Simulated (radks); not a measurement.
Spherical quantum dot in the effective-mass picture: electrons in a well V = -V0 / (1 + exp((r - R)/a)) with V0 = 55.2, R = 1.59, a = 0.066, all in effective atomic units (hartree* = m*/eps^2 hartree, bohr* = eps/m* bohr), one dielectric constant everywhere. Calculated with a radial shooting solver with Libxc functionals: non-relativistic Kohn-Sham, LDA (Slater exchange, Perdew-Wang correlation), spin-polarised, spherical densities. Levels are named by radial order and angular momentum (1s, 1p, 1d, 2s, ...), and open shells are averaged over m. Results are scaled to m* = 0.588 and eps = 15.2, for which hartree* = 69.25 meV and bohr* = 1.368 nm.

N = 9, configuration 1s2 1p6 1d(up 1, down 0). This is the lowest configuration that the search found. Occupied and some empty levels:

| level | occupation | eigenvalue (meV) | <r> (nm) |
|---|---|---|---|
| 1s up | 1 | -3156.7 | 1.220 |
| 1s down | 1 | -3153.3 | 1.218 |
| 1p up | 3 | -3045.4 | 1.376 |
| 1p down | 3 | -3041.5 | 1.375 |
| 1d up | 1 | -2889.7 | 1.478 |
| 1d down | 0 | -2885.6 | 1.478 |
| 2s up | 0 | -2758.7 | 1.080 |
| 2s down | 0 | -2756.4 | 1.081 |
| 1f up | 0 | -2695.8 | 1.555 |
| 1f down | 0 | -2691.6 | 1.555 |
| 2p up | 0 | -2506.2 | 1.210 |
| 2p down | 0 | -2503.6 | 1.210 |

Energy (meV): total -29871.2, kinetic 2060.0, external -34019, Hartree 2558.2, exchange-correlation -469.88.
